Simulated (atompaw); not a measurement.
# Ranking PAW (atompaw) potentials for oxygen (O)

All share these settings but for the change named:

* Element: oxygen (O)
* Generator: atompaw 4.2.0.5
* Type: PAW
* Functional: LDA (PW92)
* Relativity: scalar-relativistic
* Frozen core: [He]
* Valence charge: 6
* Reference configuration: 2s2 2p4
* Partial waves: 2s (bound); 2s channel at -0.95 Ry; 2p (bound); 2p channel at 1.5 Ry
* Local potential: troulliermartins scheme with l = 2 at 0 Ry, radius 1.35 bohr
* Core correction: smooth core density matched at 1.30 bohr
* Augmentation charge: sinc compensation charge, radius 1.20 bohr; PAW radius 1.60 bohr; waves and projectors: bloechl

Cutoff: the first of the cutoffs (Ry, on a coarse ladder) from which the occupation-weighted sum of valence levels, in a spherical-Bessel basis at the reference potential, stays within 10 and 1 mRy of its value at 400 Ry; the density cutoff is not measured.

The base gives 50 Ry.

Of 9 variants that were run, those that failed, showed a ghost or another fault, or gave nearly equal values are left out.

A variant can come out equal or close to the base.

(1) Rank these variants from softest to hardest (loose cutoff).
A. waves 2s (bound): rc 1.00 bohr; 2s channel at -0.95 Ry: rc 1.60 bohr; 2p (bound): rc 1.60 bohr; 2p channel at 1.5 Ry: rc 1.60 bohr; augmentation sinc compensation charge, radius 1.20 bohr; PAW radius 1.60 bohr; waves and projectors: custom rrkj gramschmidtortho
B. non-relativistic
C. local potential troulliermartins scheme with l = 2 at 0 Ry, radius 1.56 bohr
D. all radii scaled by about 0.88 (s 0.88, p 1.40 bohr); local potential troulliermartins scheme with l = 2 at 0 Ry, radius 1.18 bohr; augmentation sinc compensation charge, radius 1.06 bohr; PAW radius 1.40 bohr; waves and projectors: bloechl; core correction smooth core density matched at 1.14 bohr

## Answers

(1) A (30 Ry), C (40 Ry), B (50 Ry), D (70 Ry).
